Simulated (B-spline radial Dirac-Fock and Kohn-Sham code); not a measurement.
**The N-like isoelectronic sequence (7 electrons), Z = 56 to 64**

Method: Dirac-Fock ΔSCF + Breit + QED. Computed with a radial B-spline solver. Binding energies in eV, tabulated ground configurations ([He] 2s2 2p3 throughout). Electron correlation is not included.

```tsv
ion	1s	2s	outermost level	NIST ionisation energy
Ba⁴⁹⁺	41761.3	9698.5	9217.6 (2p)	9077 ± 4
La⁵⁰⁺	43384.3	10096.3	9587.9 (2p)	9437 ± 4
Ce⁵¹⁺	45042.6	10503.3	9966.0 (2p)	9803 ± 4
Pr⁵²⁺	46736.8	10919.9	10351.9 (2p)	10175 ± 4
Nd⁵³⁺	48467.1	11346.0	10745.8 (2p)	10555 ± 5
Pm⁵⁴⁺	50233.9	11781.8	11147.7 (2p)	10942 ± 5
Sm⁵⁵⁺	?	?	?	?
Eu⁵⁶⁺	53878.8	12683.0	11975.6 (2p)	11739 ± 5
Gd⁵⁷⁺	55757.9	13148.7	12401.8 (2p)	12147 ± 6
```

**Question.** Fill in the row of Sm⁵⁵⁺.

**Answer.** 1s 52037.5, 2s 12227.4, outermost 11557.6 (2p), NIST 11337 ± 5 eV.

NIST's values are for the lowest levels; a dash marks a value that is missing or belongs to another shell. Their kind here: theoretical. Where a p, d or f shell is open in either ion the computed value averages over both j values and all terms, while the table refers to the lowest levels; that difference holds spin-orbit splitting (largest in heavy or highly charged ions), term energies where several electrons share open shells, and correlation, and it can reach 10 % or more.
